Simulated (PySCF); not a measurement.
## OsH: one state, many levels of theory

State: quartet, unpaired electrons π ↑, δ ↑↑, a mixture of terms (⟨Lz²⟩ = 1.9). Set-up: basis H def2-TZVPP, Os def2-TZVPP with ECP60; scalar-relativistic core potentials; PySCF 2.14. De refers to H + Os (5d6 6s2) in their high-spin ground configurations, without counterpoise correction. The functionals are run spin-unrestricted. A positive dipole means H(−)Os(+).

```csv
Level,Re (Å),ωe (cm⁻¹),De (eV),μ (D)
ROHF-MP2,1.546,2446,n/a,n/a
ROHF-SCS-MP2,1.555,2399,n/a,n/a
ROHF-CCSD,1.576,2251,2.59,n/a
ROHF-CCSD(T),1.575,2253,2.71,n/a
PBE,1.591,2201,n/a,1.17
PBEsol,1.585,2233,n/a,1.11
BLYP,1.597,2172,n/a,1.10
r²SCAN,1.588,2231,n/a,1.38
M06-2X,1.578,2268,n/a,1.59
ωB97X,1.583,2242,n/a,1.58
```

What does the triples do here, going from ROHF-CCSD to ROHF-CCSD(T)?

ROHF-CCSD(T) less ROHF-CCSD: -0.1 pm in Re, +0.1 % in ωe, +0.12 eV in De. Correlation nearly always deepens the well. The bond length hardly moves.

Correlated steps freeze no core orbitals. De is left out where the level can put another filling of the metal’s s and d shells below the measured ground configuration, by anything from nothing to about 1 eV. Spin–orbit coupling is left out, which matters for elements this heavy, above all for dissociation energies. The CCSD T1 diagnostic is raised, a sign that a single reference may not be enough here. With d or f electrons several states lie close, and the lowest PBE0 determinant need not be the measured ground state.
